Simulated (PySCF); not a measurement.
Geometries of 2 isomers of C3H3F5O, from PySCF, PBE0-D3(BJ)/def2-SVP geometry optimisation, gas phase. One conformer each, no zero-point energy, no frequencies.

Problem. Which is lower in electronic energy at this level?
A.
```xyz
12
angstrom
O      2.212    0.344   -0.343
C      0.863    0.667   -0.373
C      0.039   -0.385    0.346
F      0.311   -1.598   -0.199
F      0.362   -0.444    1.648
C     -1.480   -0.172    0.253
F     -1.797    1.021    0.753
F     -1.873   -0.208   -1.018
F     -2.132   -1.105    0.926
H      2.321   -0.516   -0.766
H      0.724    1.627    0.144
H      0.457    0.773   -1.398
```
B.
```xyz
12
angstrom
C     -1.853    0.242   -0.190
O     -0.610    0.485    0.455
C      0.409   -0.295    0.089
F      0.159   -1.602    0.311
F      0.693   -0.185   -1.225
C      1.660    0.107    0.894
F      1.997    1.358    0.617
F      2.673   -0.689    0.577
F      1.425    0.000    2.193
H     -2.229   -0.762    0.056
H     -2.547    0.999    0.192
H     -1.755    0.347   -1.280
```

Solution. B. That is `COC(F)(F)C(F)(F)F` (1,1,1,2,2-pentafluoro-2-methoxyethane), 3.5 kcal/mol below the other.

| SMILES | atoms numbered as above | E (Eh) | relative (kcal/mol) | relative (kJ/mol) | dipole (D) |
| --- | --- | --- | --- | --- | --- |
| COC(F)(F)C(F)(F)F | [CH3:1][O:2][C:3]([F:4])([F:5])[C:6]([F:7])([F:8])[F:9] | -689.37139 | 0.0 | 0.0 | 2.57 |
| OCC(F)(F)C(F)(F)F | [OH:1][CH2:2][C:3]([F:4])([F:5])[C:6]([F:7])([F:8])[F:9] | -689.36586 | 3.5 | 14.5 | 1.51 |

As drawn, the higher has an O–H bond, which the lower lacks.
